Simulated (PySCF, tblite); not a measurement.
Isomers of C9H12Si, one GFN2-xTB conformer each. Single-point energies are computed at PBE0/pcSseg-1 (PySCF, gas phase, no added dispersion term), electronic only.

| SMILES | GFN2-xTB relative energy (kcal/mol) |
| --- | --- |
| c1ccc(C2C[SiH2]C2)cc1 | 0.0 |
| [SiH3]C[C@]12C=C[C@@H]3[C@H](C=C1)[C@@H]32 | 14.1 |

Conformers: `[cH:1]1[cH:2][cH:3][c:4]([CH:5]2[CH2:6][SiH2:7][CH2:8]2)[cH:9][cH:10]1` with C3–C4–C5–C6 56°; `[SiH3:1][CH2:2][C@:3]12[CH:4]=[CH:5][C@@H:6]3[C@H:7]([CH:8]=[CH:9]1)[C@H:10]23` with Si1–C2–C3–C4 -59°, C2–C3–C4–C5 144°, C4–C5–C6–C7 56°, C5–C6–C7–C8 0°, C6–C7–C8–C9 -56°.

Problem. What does PBE0/pcSseg-1 give for the same structures?

Solution. 
```json
{"SMILES": "c1ccc(C2C[SiH2]C2)cc1", "PBE0/pcSseg-1 E (Eh)": "-639.04942", "PBE0/pcSseg-1 (kcal/mol)": "0.0", "GFN2-xTB (kcal/mol)": "0.0", "point group": "Cs"}
{"SMILES": "[SiH3]C[C@]12C=C[C@@H]3[C@H](C=C1)[C@@H]32", "PBE0/pcSseg-1 E (Eh)": "-638.98910", "PBE0/pcSseg-1 (kcal/mol)": "37.8", "GFN2-xTB (kcal/mol)": "14.1", "point group": "C1"}
```

Both levels put the same isomer lowest. As drawn, the lower has an aromatic ring and a four-membered ring, which the higher lacks; the higher has a three-membered ring, a C=C bond outside aromatic rings and a quaternary carbon, which the lower lacks.

Problem. Which frontier levels, dipoles and rotational constants go with these structures?

Solution. 
| SMILES | HOMO (eV, PBE0/pcSseg-1) | LUMO (eV) | dipole (D) | A, B, C (MHz) |
| --- | --- | --- | --- | --- |
| c1ccc(C2C[SiH2]C2)cc1 | -6.96 | -0.27 | 0.30 | 3047, 666.0, 608.6 |
| [SiH3]C[C@]12C=C[C@@H]3[C@H](C=C1)[C@@H]32 | -6.46 | -0.02 | 0.62 | 2299, 922.1, 849.5 |

Problem. What happens when harmonic zero-point energies from GFN2-xTB frequencies are added?

Solution. 
```csv
SMILES,ZPE (kcal/mol),electronic (kcal/mol),with ZPE (kcal/mol)
c1ccc(C2C[SiH2]C2)cc1,110.5,0.0,0.0
[SiH3]C[C@]12C=C[C@@H]3[C@H](C=C1)[C@@H]32,108.4,37.8,35.8
```

The zero-point energies span 2.1 kcal/mol. The order is unchanged.
